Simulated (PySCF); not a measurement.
Orbital picture of WC

B97-3 at R = 1.702 Å; W def2-TZVPPD with ECP60, C def2-TZVPPD; scalar-relativistic core potentials (PySCF 2.14). State: ³Δ (triplet), unpaired electrons σ ↑, δ ↑. Only the outer orbitals are listed, counted within each symmetry, core potentials removing the inner ones.

```csv
spin,orbital,occ.,ε (eV),on W (%),main shells (%)
α,4σ,1,-14.29,31,"68 C s, 17 W d, 10 W s"
α,2π,1,-7.43,65,"64 W d, 34 C p"
α,2π,1,-7.43,65,"64 W d, 34 C p"
α,5σ,1,-6.99,68,"52 W d, 17 C p, 17 W s"
α,1δ,1,-6.82,100,100 W d
α,6σ,1,-6.13,75,"67 W s, 17 C p, 8 C s"
α,1δ,0,-3.14,100,100 W d
α,3π,0,-1.59,73,"58 W p, 24 C p, 15 W d"
α,3π,0,-1.59,73,"58 W p, 24 C p, 15 W d"
β,4σ,1,-14.37,28,"70 C s, 16 W d, 8 W s"
β,2π,1,-7.11,56,"54 W d, 43 C p"
β,2π,1,-7.11,56,"54 W d, 43 C p"
β,5σ,1,-6.30,40,"42 W d, 34 C p, 25 C s"
β,6σ,0,-4.23,89,"51 W s, 26 W p, 11 W d"
β,1δ,0,-2.62,101,101 W d
β,1δ,0,-2.24,101,101 W d
```

**Question.** Which are the highest filled and the lowest empty level, where do they sit, and how wide is the gap?

**Answer.** Highest filled α 6σ at -6.13 eV (in %: 67 W s, 17 C p, 8 C s); lowest empty β 6σ at -4.23 eV (in %: 51 W s, 26 W p, 11 W d); the gap at B97-3 is 1.90 eV.

```json
{"bond order (Mayer)": "2.96", "⟨S²⟩": "2.024", "charge on W (Mulliken, basis-dependent)": "0.26", "charge on W (Löwdin, basis-dependent)": "0.50", "dipole moment (positive dipole means W(−)C(+))": "-4.33 D"}
```

Shares are Mulliken populations and can fall outside 0 to 100 %.

Spin–orbit coupling is left out. The state is the lowest single determinant that the PBE0 search found; with open d or f shells the true ground state can be another one.
